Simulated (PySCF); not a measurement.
**[Lu(NH2)4]− at several levels of theory**

Computed with PySCF 2.14.0 (density fitting, no spin-orbit coupling) at the geometry relaxed with PBE0:

```xyz
13
[Lu(NH2)4]− (singlet in the valence; each metal's 4f electrons, 14 of them, lie in its core potential, out of spins and levels)
Lu    0.0001    0.0000    0.0000
N     1.3282    1.1713    1.3028
H     1.2588    1.3646    2.3009
H     2.1969    1.6079    0.9938
N    -1.3280   -1.3028    1.1714
H    -2.1971   -0.9938    1.6076
H    -1.2589   -2.3009    1.3645
N     1.3282   -1.1713   -1.3028
H     2.1969   -1.6079   -0.9938
H     1.2588   -1.3646   -2.3009
N    -1.3280    1.3028   -1.1714
H    -1.2589    2.3009   -1.3645
H    -2.1971    0.9938   -1.6076
```

```tsv
level	basis	state	HOMO (eV)	gap (eV)	charge on Lu1 (e)	population of f-type functions on Lu1 (polarisation alone where 4f lies in the core)	dipole about the centre of mass (D)	largest force component (eV/Å)
PBE0	Lu lcecp-1-SVP with ECP60, N def2-SVP, H def2-SVP	singlet	-1.14	5.47	0.55	0.05	0.00	0.01
TPSS	the same	singlet	0.18	3.71	0.43	0.05	0.00	0.35
PBE0	Lu lcecp-1-TZVP with ECP60, N def2-TZVP, H def2-TZVP	singlet	-1.43	5.45	1.38	0.05	0.00	0.31
```

In the lcecp rows the 4f levels are missing from HOMO and gap, and the state counts the valence alone.

Charges are Mulliken's, which hang on the basis. The relaxation used the grid (50, 194), these runs (75, 302) or, all-electron (x2c bases, spin-free X2C Hamiltonian), (99, 590).

Problem. What does revPBE with Lu lcecp-1-SVP with ECP60, N def2-SVP, H def2-SVP give here?

Solution. state singlet, HOMO (eV) 0.30, gap (eV) 3.45, charge on Lu1 (e) 0.35, population of f-type functions on Lu1 (polarisation alone where 4f lies in the core) 0.05, dipole about the centre of mass (D) 0.00, largest force component (eV/Å) 0.43. Time: 8.1 s on 2 threads of Arm Neoverse V2, on a shared host, from an already converged density.

In the first row's basis the gap widens with exact exchange: 3.5 to 3.7 eV for revPBE, TPSS (none); 5.5 eV for PBE0 (a fixed share).

No frequency check is given that shows the relaxed geometry to be a minimum. An lcecp potential fixes the number of 4f electrons, so in runs with it no electron can move into or out of that shell.

The highest filled level of some runs lies above zero, as often for anions with such functionals and bases.
